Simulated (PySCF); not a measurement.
A PySCF script (with the pyscf-properties extension) for the NMR shieldings of `CC#CP(C)CCPC`, C7H14P2, on a GFN2-xTB geometry:

```python
import basis_set_exchange as bse
import numpy as np
from pyscf import gto, dft
from pyscf.prop import nmr

atoms = """
C    -4.653965    0.023599   -1.261830
C    -3.274936   -0.199687   -0.889264
C    -2.131788   -0.343156   -0.534844
P    -0.446054   -0.720952   -0.168159
C    -0.648853   -0.974819    1.657583
C     0.204458    1.019269   -0.154598
C     1.695545    0.975733    0.153273
P     2.411718   -0.563879   -0.612583
C     4.199061   -0.186887   -0.289888
H    -4.996402    0.989447   -0.889361
H    -5.282088   -0.760566   -0.838848
H    -4.751594    0.007514   -2.347421
H    -1.206023   -1.895936    1.819568
H    -1.189458   -0.141236    2.103770
H     0.329937   -1.074461    2.124417
H     0.044713    1.410360   -1.163607
H    -0.351072    1.647828    0.547910
H     1.883409    0.973516    1.230720
H     2.209776    1.842085   -0.274965
H     2.270858   -1.380779    0.518118
H     4.783338   -1.093043   -0.437960
H     4.540515    0.561085   -1.004089
H     4.354152    0.184889    0.722135
"""
names = dict.fromkeys(["C", "P", "H"], "pcSseg-1")
basis = {el: gto.basis.parse(bse.get_basis(n, elements=[el], fmt="nwchem")) for el, n in names.items()}
mol = gto.M(atom=atoms, basis=basis, charge=0, verbose=0)
mf = dft.RKS(mol, xc="PBE0")
mf.grids.level = 2
mf.grids.alignment = dft.numint.BLKSIZE   # the property module wants whole blocks of grid points
mf.conv_tol = 1e-9
mf.kernel()

calc = nmr.RKS(mf)   # GIAO
C = mf.mo_coeff
Co = C[:, mf.mo_occ > 0]
resp = mf.gen_response(singlet=True, hermi=2)
def vind(x):   # induced exchange potential for any number of trial vectors
    d = np.einsum("pi,xij,qj->xpq", C, 2 * x.reshape(-1, C.shape[1], Co.shape[1]), Co, optimize=True)
    return np.einsum("xpq,pi,qj->xij", resp(d - d.transpose(0, 2, 1)), C, Co, optimize=True).ravel()
mo1, _ = nmr.rhf.solve_mo1(calc, with_cphf=vind)
sigma = calc.kernel(mo1)
for i, s in enumerate(sigma):   # ppm
    w = np.linalg.eigvalsh((s + s.T) / 2)
    print("%2d %-2s iso %8.1f  s11 %8.1f  s22 %8.1f  s33 %8.1f" % (i, mol.atom_pure_symbol(i), w.mean(), *w))
```

Q: Give the expected output.

A: 
```
 0 C  iso    180.8  s11    172.4  s22    173.1  s33    196.9
 1 C  iso     77.2  s11     -9.6  s22      0.2  s33    240.9
 2 C  iso    101.0  s11      7.8  s22     14.5  s33    280.6
 3 P  iso    413.3  s11    376.2  s22    400.1  s33    463.6
 4 C  iso    170.2  s11    159.3  s22    164.1  s33    187.2
 5 C  iso    150.8  s11    134.3  s22    155.4  s33    162.7
 6 C  iso    165.1  s11    140.5  s22    166.0  s33    188.9
 7 P  iso    435.9  s11    383.5  s22    426.8  s33    497.4
 8 C  iso    176.9  s11    166.3  s22    176.4  s33    188.1
 9 H  iso     29.6  s11     24.2  s22     28.2  s33     36.3
10 H  iso     29.7  s11     24.5  s22     28.0  s33     36.5
11 H  iso     29.6  s11     24.4  s22     28.0  s33     36.6
12 H  iso     30.4  s11     26.4  s22     27.3  s33     37.4
13 H  iso     30.5  s11     26.7  s22     28.3  s33     36.3
14 H  iso     30.5  s11     25.4  s22     29.9  s33     36.4
15 H  iso     29.6  s11     24.4  s22     29.8  s33     34.5
16 H  iso     29.7  s11     25.0  s22     29.3  s33     34.9
17 H  iso     29.5  s11     25.9  s22     28.5  s33     34.3
18 H  iso     30.2  s11     24.4  s22     29.6  s33     36.7
19 H  iso     28.5  s11     22.2  s22     30.9  s33     32.4
20 H  iso     30.7  s11     25.9  s22     27.7  s33     38.5
21 H  iso     31.0  s11     26.6  s22     28.6  s33     37.8
22 H  iso     30.5  s11     25.2  s22     29.2  s33     37.2
```

These numbers come from an equivalent density-fitted implementation of the same equations, which agrees with the script to about 0.01 ppm for H and up to a few tenths of a ppm for heavy atoms, so last digits may differ.

Size and cost of the density-fitted run: 237 basis functions, 120 s wall time on 1 thread of an Arm Neoverse N1, shared host; peak memory 1.1 GiB.
